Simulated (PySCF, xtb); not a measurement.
ClSi, SMILES [Si]Cl (connectivity only; charge and spin as stated), charge +1, multiplicity 1.

GFN2-xTB (xtb) at its own geometry gives an orbital gap of 3.65 eV.

The structure is a stationary point at PBE-D3(BJ)/def2-TZVPD.

Problem. What does B3LYP/def2-TZVPD (PySCF) give? (Estimate from the structure and the level; the computed values follow.)

Solution. gap 6.17 eV (levels -16.00 and -9.82 eV).
